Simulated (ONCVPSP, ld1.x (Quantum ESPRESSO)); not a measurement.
**Potentials for fluorine compared**

Generated with ld1.x 7.5 (TM, RRKJ, ultrasoft, PAW), atompaw 4.2 or ONCVPSP 4.0.1. The cutoff is in Ry: for ld1.x and atompaw files where the sum of valence levels is converged to 10 mRy in a Bessel basis, for ONCV files where the hardest occupied wave has 1 mHa per electron of residual kinetic energy. The error is the largest all-electron minus pseudo excitation energy over each file’s own four to seven test configurations (ionisations up to +4, promotions, holes and added fractions of an electron), all of which were solved. The labels leave out finer settings (local radius, basis sizes, second energies), which also bear on the numbers. Spin-polarised tests are not counted. The rows are a selection from randomly drawn settings: files with unsolved tests, undetermined cutoffs or missed reference levels are left out.

A true bound ghost makes a file unfit for plane-wave use even where its test errors are small: the radial tests pick states by their node count and pass the ghost by.

```csv
potential,cutoff (Ry),largest error (meV),bound ghosts
"ONCV, PBEsol, scalar-relativistic, rc 0.75/1.10/1.20 (spd), local s, core correction yes, reference 2s2 2p5, qcut 7.9/10/8.3, projectors 0/2/2",333,+1467,none
"ONCV, PBE, scalar-relativistic, rc 0.65/1.55 (sp), local smoothed, core correction yes, reference 2s2 2p4.5, qcut 11.1/10.8, projectors 2/2",109,+202,none
"TM, PBE, scalar-relativistic, rc 0.55/1.40 (sp), local s, core correction no, reference 2s2 2p3",230,+1090,none
"ONCV, PBEsol, non-relativistic, rc 0.60/1.00 (sp), local smoothed, core correction yes, reference 2s2 2p3, qcut 9.4/10.8, projectors 2/3",181,+82,none
"ONCV, PBEsol, scalar-relativistic, rc 0.70/1.35/1.30 (spd), local smoothed, core correction yes, reference 2s2 2p4, qcut 9.5/12.7/8.5, projectors 2/2/2",174,+1091,none
"ONCV, PBEsol, scalar-relativistic, rc 0.55/1.05/1.15 (spd), local smoothed, core correction no, reference 2s2 2p5, qcut 14.9/14/7.1, projectors 2/2/3",124,+547,s
"PAW, PBE, scalar-relativistic, rc 0.90/1.65 (sp), local smoothed, core correction yes, reference 2s2 2p4.5",35,-167,none
"TM semilocal, PW91, scalar-relativistic, rc 0.55/1.60/1.30 (spd), local d, core correction yes, reference 2s2 2p5",230,+3692,none
```

Fill in the row for F: TM, PBE, non-relativistic, rc 0.65/1.50/1.15 (spd), local smoothed, core correction no, reference 2s2 2p5.

cutoff 110 Ry, largest error +2940 meV, bound ghosts: none.
